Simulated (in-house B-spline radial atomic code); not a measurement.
The numbers below are computed, except where a source is named.
## Weak and strong correlation along the adiabatic connection

Two-electron singlets in several external potentials (atomic units), by full CI in B-splines with partial waves to l = 8 (correlation energies up to 0.6 % small). The repulsion is scaled by λ at fixed density; W(λ) is the mean repulsion less the Hartree energy, W(0) = E_x, and the area under W from 0 to 1 is E_xc.

Relative drop (W(λ) − E_x)/E_x:

```
                            system  λ = 0.12  λ = 0.25  λ = 0.4  λ = 0.6  λ = 0.8   λ = 1
−V exp(−r²/w²), V = 1.06, w = 6.53    0.0364    0.0691   0.1000   0.1327   0.1584  0.1791
  ω²r²/2 − Z/r, ω = 0.426, Z = 0.3    0.0213    0.0420   0.0632   0.0876   0.1086  0.1267
 ω²r²/2 − Z/r, ω = 0.0287, Z = 0.5    0.0641    0.1152   0.1581   0.1982   0.2266  0.2477
−V exp(−r²/w²), V = 27.8, w = 1.04    0.0061    0.0125   0.0196   0.0287   0.0374  0.0457
   ω²r²/2 − Z/r, ω = 1.08, Z = 0.3    0.0137    0.0276   0.0424   0.0604   0.0766  0.0912
 −Z exp(−kr)/r, Z = 8.75, k = 2.01    0.0022    0.0046   0.0074   0.0109   0.0145  0.0179
                    −Z/r, Z = 1.06    0.0307    0.0592   0.0873   0.1183   0.1437  0.1649
```

Order the systems by how far second-order (GL2) theory, half the initial slope (estimated from the first points of each curve), overshoots the correlation energy, least first.
A. ω²r²/2 − Z/r, ω = 0.426, Z = 0.3
B. −V exp(−r²/w²), V = 27.8, w = 1.04
C. ω²r²/2 − Z/r, ω = 1.08, Z = 0.3
D. −Z exp(−kr)/r, Z = 8.75, k = 2.01
E. −V exp(−r²/w²), V = 1.06, w = 6.53
F. −Z/r, Z = 1.06
G. ω²r²/2 − Z/r, ω = 0.0287, Z = 0.5

D (GL2/E_c = 1.03), B (GL2/E_c = 1.08), C (GL2/E_c = 1.19), A (GL2/E_c = 1.31), F (GL2/E_c = 1.42), E (GL2/E_c = 1.53), G (GL2/E_c = 1.91).

What else changes along this order?

The ratio follows the bend of the curve. With it the leading natural occupation goes from 1.999 to 1.777 and −T_c/E_c from 0.97 to 0.52 between the first and the last.
